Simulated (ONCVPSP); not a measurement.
**Pseudopotential generation for nitrogen: ONCV, LDA (Perdew-Zunger), scalar-relativistic.**

The input file (ONCVPSP 4.0.1):

```
# ATOM AND REFERENCE CONFIGURATION
# atsym  z   nc   nv     iexc    psfile
  N 7.00    1    2        3      upf
#
#   n    l    f
    1    0    2.00
    2    0    2.00
    2    1    3.00
#
# PSEUDOPOTENTIAL AND OPTIMIZATION
# lmax
    2
#
#   l,   rc,      ep,       ncon, nbas, qcut
    0    0.90    0.00    4    8    7.70
    1    2.50    0.00    5    9    4.50
    2    2.35    0.28    5    9    4.50
#
# LOCAL POTENTIAL
# lloc, lpopt,  rc(5),   dvloc0
    4    5    0.75    1.00
#
# VANDERBILT-KLEINMAN-BYLANDER PROJECTORs
# l, nproj, debl
    0    3    1.00
    1    2    3.80
    2    2    1.60
#
# MODEL CORE CHARGE
# icmod, fcfact, rcfact
    3    5.00    1.25
#
# LOG DERIVATIVE ANALYSIS
# epsh1, epsh2, depsh
   -2.00    5.00    0.02
#
# OUTPUT GRID
# rlmax, drl
    6.00    0.01
#
# TEST CONFIGURATIONS
# ncnf
    4
# nvcnf
#   n    l    f
    2
    2    0    2.00
    2    1    2.00
#
    2
    2    0    2.00
    2    1    1.00
#
    2
    2    0    2.00
    2    1    0.00
#
    2
    2    0    0.00
    2    1    5.00
#
```

Command:

```bash
oncvpsp.x < N.dat > N.out
```

The program printed (shortened: citation, most of the input echo, consistency checks and plot data are left out):

```
ONCVPSP  (Optimized Norm-Conservinng Vanderbilt PSeudopotential)
scalar-relativistic version 4.0.1

#   n    l    f        energy (Ha)
    1    0    2.00    -1.4020860E+01
    2    0    2.00    -6.7703363E-01
    2    1    3.00    -2.6613515E-01

Reference configufation results
  iterations    22
  all-electron total energy (Ha)   -5.40539021D+01

Begin loop to  construct optimized pseudo wave functions
and semi-local pseudopoentials for all angular momenta

   Wellstate for l =  0  n =  3
     eigenvalue =   0.3230
     asymptotic potential =   0.8230
     half-point radius =  4.5222

   Wellstate for l =  0  n =  4
     eigenvalue =   1.3230
     asymptotic potential =   1.8230
     half-point radius =  4.2452

Calculating optimized projector #   1

 for l=   0

    Fraction of norm inside rc  0.248302
    Optimizing pswf for qcut=   7.72 a_B^-1,  ecut=  29.82 Ha
    Residual kinetic energy error=  7.38D-04 Ha

    Energy error per electron        Cutoff
         Ha          eV             Ha
         0.01000     0.27211       19.05
         0.00100     0.02721       28.63
         0.00010     0.00272      101.43
         0.00001     0.00027      202.99

Calculating optimized projector #   2

 for l=   0

    Fraction of norm inside rc  0.054922
    Optimizing pswf for qcut=   7.72 a_B^-1,  ecut=  29.82 Ha
    Residual kinetic energy error=  2.37D-04 Ha

    Energy error per electron        Cutoff
         Ha          eV             Ha
         0.01000     0.27211       12.91
         0.00100     0.02721       23.70
         0.00010     0.00272       50.92
         0.00001     0.00027      257.20

Calculating optimized projector #   3

 for l=   0

    Fraction of norm inside rc  0.049971
    Optimizing pswf for qcut=   7.72 a_B^-1,  ecut=  29.82 Ha
    Residual kinetic energy error=  3.00D-04 Ha

    Energy error per electron        Cutoff
         Ha          eV             Ha
         0.01000     0.27211       14.32
         0.00100     0.02721       24.92
         0.00010     0.00272       54.12
         0.00001     0.00027      341.24

   Wellstate for l =  1  n =  6
     eigenvalue =   3.5339
     asymptotic potential =   4.0339
     half-point radius =  4.7277

Calculating optimized projector #   1

 for l=   1

    Fraction of norm inside rc  0.886770
    Optimizing pswf for qcut=   4.50 a_B^-1,  ecut=  10.12 Ha
    Residual kinetic energy error=  7.52D-04 Ha

    Energy error per electron        Cutoff
         Ha          eV             Ha
         0.01000     0.27211        7.68
         0.00100     0.02721        9.84
         0.00010     0.00272       34.54
         0.00001     0.00027       42.29

Calculating optimized projector #   2

 for l=   1

    Fraction of norm inside rc  0.154856
    Optimizing pswf for qcut=   4.50 a_B^-1,  ecut=  10.12 Ha
    Residual kinetic energy error=  3.59D-02 Ha

    Energy error per electron        Cutoff
         Ha          eV             Ha
         0.01000     0.27211       17.01
         0.00100     0.02721       48.58
         0.00010     0.00272       55.68
         0.00001     0.00027       60.41

   Wellstate for l =  2  n =  3
     eigenvalue =   0.2800
     asymptotic potential =   0.7800
     half-point radius =  6.8756

   Wellstate for l =  2  n =  5
     eigenvalue =   1.8800
     asymptotic potential =   2.3800
     half-point radius =  5.0657

Calculating optimized projector #   1

 for l=   2

    Fraction of norm inside rc  0.065749
    Optimizing pswf for qcut=   4.49 a_B^-1,  ecut=  10.09 Ha
    Residual kinetic energy error=  7.75D-06 Ha

    Energy error per electron        Cutoff
         Ha          eV             Ha
         0.01000     0.27211        1.28
         0.00100     0.02721        3.84
         0.00010     0.00272        6.95
         0.00001     0.00027        9.77

Calculating optimized projector #   2

 for l=   2

    Fraction of norm inside rc  0.207560
    Optimizing pswf for qcut=   4.49 a_B^-1,  ecut=  10.09 Ha
    Residual kinetic energy error=  1.19D-03 Ha

    Energy error per electron        Cutoff
         Ha          eV             Ha
         0.01000     0.27211        7.03
         0.00100     0.02721       10.41
         0.00010     0.00272       21.16
         0.00001     0.00027       57.35

Construct Vanderbilt / Kleinmman-Bylander projectors

B matrix Hermiticity error, ll=   0
   1   2    3.4761E-05
   1   3   -7.3617E-05
   2   3    1.9103E-05

  Orthonormal projector coefficients -2.6383E+02  1.2723E+01  3.8266E+00

B matrix Hermiticity error, ll=   1
   1   2   -4.4799E-05

  Orthonormal projector coefficients -7.3424E+00 -1.4510E+00

B matrix Hermiticity error, ll=   2
   1   2   -1.2593E-05

  Orthonormal projector coefficients -8.3032E+00 -1.2636E+00

Model core correction analysis
  based on d2Exc/dn_idn_j

d2excae - all-electron derivatives

   -4.977538D-02   -4.351652D-02
   -4.351847D-02   -4.170059D-02

d2excps - pseudofunction derivatives with no core correction

   -5.245072D-02   -4.502411D-02
   -4.502614D-02   -4.206500D-02

rms 2nd derivative error    1.720187E-03

rmatch, rhocmatch    0.4980    3.4847

Teter function model core charge with specified parameters

d2excps - pseudofunction derivatives with core correction

   -5.043490D-02   -4.412862D-02
   -4.413008D-02   -4.163892D-02

rms 2nd derivative error    5.448663E-04

Pseudoatom total energy   -9.311961

Diagnostic tests using Vanderbilt-Kleinman-Bylander pseudopotentials
  1 or more projectors used as specified by nproj input data

   l    rcore       rmatch      e in        delta e   norm test  slope test

   0   0.9004558   0.9277956  -0.6770336  -0.0000084   1.0000339   0.9999897
   0   0.9004558   0.9277956   0.3229664   0.0000150   1.0001559   1.0001559
   0   0.9004558   0.9277956   1.3229664   0.0000236   1.0001920   1.0001920

   1   2.5044775   2.5805188  -0.2661351  -0.0000002   1.0000199   1.0000224
   1   2.5044775   2.5805188   3.5338649   0.0000395   1.0001103   1.0001103

   2   2.3590509   2.4306768   0.2800000   0.0000020   1.0000279   1.0000279
   2   2.3590509   2.4306768   1.8800000  -0.0000095   1.0008616   1.0008616

 Testing for bound ghosts
   n   l    E NL Schr. Eq   E Basis Diag.   E Cutoff

       0                      -11.446680    427.47  WARNING - GHOST(-)
   1   0       -0.677042       -0.598699    427.47

   2   1       -0.266135       -0.266039     63.05

 Testing for highly-localized positive-energy ghosts
       l    <radius>/rc     E Basis Diag.   E Cutoff

       0        0.762897       43.739094    427.47  WARNING - GHOST(+)

       1        0.691602        4.625393     63.05  WARNING - GHOST(+)

       2        0.390293        2.264935     79.07  WARNING - GHOST(+)

Test configuration 0

   n   l     f        eae           eps        diff
   1   0  2.0000  -14.02086029
   2   0  2.0000   -0.67703363   -0.67704204   -8.42D-06
   2   1  3.0000   -0.26613515   -0.26613536   -2.11D-07

    Total energies and differences
      AE_ref= -5.40539021D+01  AE_tst= -5.40539021D+01  dif=  0.00D+00
      PS_ref= -9.31196066D+00  PS_tst= -9.31196066D+00  dif= -4.80D-14
      PSP excitation error=  4.80D-14

Test configuration 1

   n   l     f        eae           eps        diff
   1   0  2.0000  -14.64365625
   2   0  2.0000   -1.18517356   -1.17917474    6.00D-03
   2   1  2.0000   -0.76499715   -0.74734764    1.76D-02

    Total energies and differences
      AE_ref= -5.40539021D+01  AE_tst= -5.35492729D+01  dif=  5.05D-01
      PS_ref= -9.31196066D+00  PS_tst= -8.81386603D+00  dif=  4.98D-01
      PSP excitation error=  6.53D-03

Test configuration 2

   n   l     f        eae           eps        diff
   1   0  2.0000  -15.45808318
   2   0  2.0000   -1.79679402   -1.76446594    3.23D-02
   2   1  1.0000   -1.38235134   -1.31245292    6.99D-02

    Total energies and differences
      AE_ref= -5.40539021D+01  AE_tst= -5.24846513D+01  dif=  1.57D+00
      PS_ref= -9.31196066D+00  PS_tst= -7.78956275D+00  dif=  1.52D+00
      PSP excitation error=  4.69D-02

Test configuration 3

   n   l     f        eae           eps        diff
   1   0  2.0000  -16.44737199
   2   0  2.0000   -2.49127182   -2.40430951    8.70D-02

    Total energies and differences
      AE_ref= -5.40539021D+01  AE_tst= -5.07513812D+01  dif=  3.30D+00
      PS_ref= -9.31196066D+00  PS_tst= -6.17110340D+00  dif=  3.14D+00
      PSP excitation error=  1.62D-01

Test configuration 4

   n   l     f        eae           eps        diff
   1   0  2.0000  -14.07123176
   2   1  5.0000   -0.29419688   -0.30569228   -1.15D-02

    Total energies and differences
      AE_ref= -5.40539021D+01  AE_tst= -5.32287922D+01  dif=  8.25D-01
      PS_ref= -9.31196066D+00  PS_tst= -8.48104070D+00  dif=  8.31D-01
      PSP excitation error= -5.81D-03
```

Note: ghosts flagged at negative energy: s at -311.5 eV; GHOST(+) flagged for d at 61.6 eV, p at 125.9 eV. A true bound ghost makes a file unfit for plane-wave use.

The run took about 5 s on one core of a shared server CPU.
